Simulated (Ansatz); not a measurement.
In(OCMe2)H3 (C₃H₉InO). The state is a singlet with charge 0. Geometry r2SCAN-D4/def2-SVP, basis def2-TZVP, Ansatz.

```tsv
run	HOMO (eV)	LUMO (eV)
A	-7.45	-1.46
B	-7.27	-1.59
C	-6.08	-2.64
D	-6.39	-2.49
E	-9.64	0.77
F	-6.13	-2.72
```

In the def2 sets In takes a core potential; there is no spin–orbit coupling. Another isomer (singlet) lies 0.62 eV lower at PBE0-D4/def2-TZVP; other spin states weren't run for this one.

Q: The runs used PBE, PBE0, r2SCAN, r2SCAN0, revPBE, ωB97X-V. Estimate which is which.

A: A r2SCAN0 (25 % exact exchange); B PBE0 (25 % exact exchange); C revPBE (0 % exact exchange); D r2SCAN (0 % exact exchange); E ωB97X-V (range-separated); F PBE (0 % exact exchange). Exact exchange lowers occupied and raises empty levels; among semilocal functionals meta-GGAs tend to open the gap a little, and such runs are hard to tell apart. The gap grows from 3.41 eV (PBE) to 10.40 eV (ωB97X-V).
